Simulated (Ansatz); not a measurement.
Ansatz (an electronic-structure program) input file for Si(Cl)(Me)2(NH2) (C2H8ClNSi), SMILES C[Si](C)(N)Cl, PBE-D3(BJ)/def2-SVP. 

Ansatz 0.2 input:
```yaml
crystal:
  periodic: [false, false, false]
  atoms:
    - {symbol: C, position_ang: [-0.86464891, -0.85780890, -1.56766310]}
    - {symbol: Si, position_ang: [-0.34938105, 0.01993964, -0.00000000]}
    - {symbol: C, position_ang: [-0.86464889, -0.85780888, 1.56766312]}
    - {symbol: N, position_ang: [-1.02118643, 1.61096645, -0.00000001]}
    - {symbol: Cl, position_ang: [1.76811963, 0.03596488, -0.00000001]}
    - {symbol: H, position_ang: [-1.96158401, -0.94805561, -1.61853061]}
    - {symbol: H, position_ang: [-0.52014473, -0.30824929, -2.45835854]}
    - {symbol: H, position_ang: [-0.42546576, -1.86660147, -1.60881271]}
    - {symbol: H, position_ang: [-0.52014471, -0.30824925, 2.45835856]}
    - {symbol: H, position_ang: [-1.96158398, -0.94805558, 1.61853065]}
    - {symbol: H, position_ang: [-0.42546574, -1.86660144, 1.60881275]}
    - {symbol: H, position_ang: [-0.91410912, 2.18609811, 0.83167267]}
    - {symbol: H, position_ang: [-0.91410913, 2.18609810, -0.83167270]}
basis:
  gaussian:
    orbitals: def2-SVP
hamiltonian:
  xc: pbe
  dispersion: d3bj
relax: {f_tol: 0.002, max_steps: 200}
```

Output:

```
WARN ansatz: RAYON_NUM_THREADS=1 ignored (pool sized by the plan → 1); use --threads N
Functional definition: PBE
integrals: 0.07 GiB planned
1343 factors; their error is unknown
mean field: 0.36 GiB planned
mean field evaluation 1: about -24056.3665 eV, gradient 9.0e1 eV
mean field evaluation 2: about -24022.0764 eV, gradient 1.4e2 eV
mean field evaluation 4: about -24074.2674 eV, gradient 1.0e1 eV
mean field evaluation 8: about -24074.5077 eV, gradient 2.3e-1 eV
mean field evaluation 16: about -24074.4322 eV, gradient 8.0e-5 eV
mean field -24074.43215279 eV, -884.7190633788 hartree, gradient 2.3e-5 eV, S^2 0.000000; 0 other end points of the search recorded, 0 dependent functions left out
the calculation of the forces begins
reference -24074.43219021 eV, -884.7190647541 hartree; 29, 29 occupied and 89, 89 virtual orbitals, 1343 factors
relax step   1: F+E_penalty+E_count = -24074.74668133 eV  Δ(F+E_penalty+E_count) = +0.000e0 eV  max|allowed force component| = 2.458e-1 eV/Å  Δτ_max = 0.0000 Å  (29 SCF iters, accepted)
these checks for a lower state are left out or cut short: starts, cluster_reference, orbital_swaps, neighbouring_geometries, increment
integrals: 0.07 GiB planned
1343 factors; their error is unknown
mean field: 0.36 GiB planned
mean field -24074.44166253 eV, -884.7194128552 hartree, gradient 2.5e-5 eV, S^2 0.000000; 0 other end points of the search recorded, 0 dependent functions left out
the calculation of the forces begins
reference -24074.44170004 eV, -884.7194142339 hartree; 29, 29 occupied and 89, 89 virtual orbitals, 1343 factors
relax step   2: F+E_penalty+E_count = -24074.75529698 eV  Δ(F+E_penalty+E_count) = -8.616e-3 eV  max|allowed force component| = 1.090e-1 eV/Å  Δτ_max = 0.0119 Å  (31 SCF iters, accepted)
these checks for a lower state are left out or cut short: starts, cluster_reference, orbital_swaps, neighbouring_geometries, increment
integrals: 0.07 GiB planned
1343 factors; their error is unknown
mean field: 0.36 GiB planned
mean field evaluation 32: about -24074.4435 eV, gradient 9.9e-4 eV
mean field -24074.44350344 eV, -884.7194805077 hartree, gradient 2.5e-5 eV, S^2 0.000000; 0 other end points of the search recorded, 0 dependent functions left out
the calculation of the forces begins
reference -24074.44354105 eV, -884.7194818897 hartree; 29, 29 occupied and 89, 89 virtual orbitals, 1343 factors
relax step   3: F+E_penalty+E_count = -24074.75663611 eV  Δ(F+E_penalty+E_count) = -1.339e-3 eV  max|allowed force component| = 5.056e-2 eV/Å  Δτ_max = 0.0063 Å  (31 SCF iters, accepted)
these checks for a lower state are left out or cut short: starts, cluster_reference, orbital_swaps, neighbouring_geometries, increment
integrals: 0.07 GiB planned
1343 factors; their error is unknown
mean field: 0.36 GiB planned
mean field -24074.44379543 eV, -884.7194912380 hartree, gradient 2.5e-5 eV, S^2 0.000000; 0 other end points of the search recorded, 0 dependent functions left out
the calculation of the forces begins
reference -24074.44383305 eV, -884.7194926204 hartree; 29, 29 occupied and 89, 89 virtual orbitals, 1343 factors
relax step   4: F+E_penalty+E_count = -24074.75688403 eV  Δ(F+E_penalty+E_count) = -2.479e-4 eV  max|allowed force component| = 2.106e-2 eV/Å  Δτ_max = 0.0037 Å  (31 SCF iters, accepted)
these checks for a lower state are left out or cut short: starts, cluster_reference, orbital_swaps, neighbouring_geometries, increment
integrals: 0.07 GiB planned
1343 factors; their error is unknown
mean field: 0.36 GiB planned
mean field -24074.44390209 eV, -884.7194951578 hartree, gradient 2.5e-5 eV, S^2 0.000000; 0 other end points of the search recorded, 0 dependent functions left out
the calculation of the forces begins
reference -24074.44393972 eV, -884.7194965406 hartree; 29, 29 occupied and 89, 89 virtual orbitals, 1343 factors
relax step   5: F+E_penalty+E_count = -24074.75707809 eV  Δ(F+E_penalty+E_count) = -1.941e-4 eV  max|allowed force component| = 1.185e-2 eV/Å  Δτ_max = 0.0067 Å  (30 SCF iters, accepted)
these checks for a lower state are left out or cut short: starts, cluster_reference, orbital_swaps, neighbouring_geometries, increment
integrals: 0.07 GiB planned
1343 factors; their error is unknown
mean field: 0.36 GiB planned
mean field -24074.44385105 eV, -884.7194932818 hartree, gradient 7.5e-6 eV, S^2 0.000000; 0 other end points of the search recorded, 0 dependent functions left out
the calculation of the forces begins
reference -24074.44388866 eV, -884.7194946642 hartree; 29, 29 occupied and 89, 89 virtual orbitals, 1343 factors
relax step   6: F+E_penalty+E_count = -24074.75710672 eV  Δ(F+E_penalty+E_count) = -2.863e-5 eV  max|allowed force component| = 4.660e-3 eV/Å  Δτ_max = 0.0058 Å  (24 SCF iters, accepted)
these checks for a lower state are left out or cut short: starts, cluster_reference, orbital_swaps, neighbouring_geometries, increment
integrals: 0.07 GiB planned
1343 factors; their error is unknown
mean field: 0.36 GiB planned
mean field evaluation 64: about -24074.4438 eV, gradient 2.2e-5 eV
mean field -24074.44383662 eV, -884.7194927517 hartree, gradient 2.2e-5 eV, S^2 0.000000; 0 other end points of the search recorded, 0 dependent functions left out
the calculation of the forces begins
reference -24074.44387424 eV, -884.7194941341 hartree; 29, 29 occupied and 89, 89 virtual orbitals, 1343 factors
relax step   7: F+E_penalty+E_count = -24074.75711103 eV  Δ(F+E_penalty+E_count) = -4.305e-6 eV  max|allowed force component| = 6.447e-4 eV/Å  Δτ_max = 0.0010 Å  (21 SCF iters, accepted)
integrals: 0.07 GiB planned
1343 factors; their error is unknown
mean field: 0.36 GiB planned
mean field -24074.44383662 eV, -884.7194927517 hartree, gradient 2.2e-5 eV, S^2 0.000000; 1 other end points of the search recorded, 0 dependent functions left out
the calculation of the forces begins
reference -24074.44387424 eV, -884.7194941341 hartree; 29, 29 occupied and 89, 89 virtual orbitals, 1343 factors
Total energy: -24074.75714865 eV, -884.7310067563 hartree
Atom 0 at    -0.865460    -0.859977    -1.572939 Å, force    -0.000309     0.000319    -0.000545 eV/Å
Atom 1 at    -0.349169     0.021330    -0.000000 Å, force    -0.000440     0.000618    -0.000000 eV/Å
Atom 2 at    -0.865459    -0.859977     1.572939 Å, force    -0.000309     0.000319     0.000545 eV/Å
Atom 3 at    -1.043980     1.615269    -0.000000 Å, force     0.000142     0.000453     0.000000 eV/Å
Atom 4 at     1.773541     0.044099    -0.000000 Å, force     0.000618    -0.000110     0.000000 eV/Å
Atom 5 at    -1.969382    -0.951421    -1.623503 Å, force    -0.000064    -0.000301     0.000050 eV/Å
Atom 6 at    -0.518725    -0.307683    -2.469788 Å, force     0.000095    -0.000096    -0.000331 eV/Å
Atom 7 at    -0.422235    -1.874785    -1.613326 Å, force     0.000067     0.000242     0.000324 eV/Å
Atom 8 at    -0.518725    -0.307683     2.469788 Å, force     0.000095    -0.000096     0.000331 eV/Å
Atom 9 at    -1.969382    -0.951421     1.623503 Å, force    -0.000064    -0.000301    -0.000050 eV/Å
Atom 10 at    -0.422235    -1.874785     1.613326 Å, force     0.000067     0.000242    -0.000324 eV/Å
Atom 11 at    -0.901571     2.192335     0.834535 Å, force     0.000050    -0.000645    -0.000250 eV/Å
Atom 12 at    -0.901571     2.192335    -0.834535 Å, force     0.000050    -0.000645     0.000250 eV/Å
Dipole moment:    -0.341982     0.143545     0.000000 e Å
```

The run converged.

Cost: roughly 40 core-seconds.
